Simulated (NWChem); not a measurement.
Molecule: AlH, singlet; SMILES [AlH]

```xyz
2

Al     0.0000     0.0000     0.1423
H      0.0000     0.0000    -1.5249
```
Atoms are numbered in this order, from 1.

Results from NWChem. Pople sets run with spherical d functions. Low-valent species are run as closed-shell singlets; no triplet was tried in these runs. The geometry was optimised at PBE0/def2-SVP. Vzz is the largest principal value of the second derivative of the potential at the nucleus (NWChem prints the opposite sign); η is the asymmetry. Non-relativistic.

| level | Vzz Al1 (a.u.) | η Al1 |
|---|---|---|
| Hartree-Fock/cc-pVTZ | -1.448 | 0.00 |
| Hartree-Fock/6-31G* | ___ | 0.00 |
| PBE/def2-SVP | -1.316 | 0.00 |
| PBE/6-31G* | -1.239 | 0.00 |

Question: Complete the blanks.

Answer: 
- Hartree-Fock/6-31G*, Vzz Al1 (a.u.): -1.193
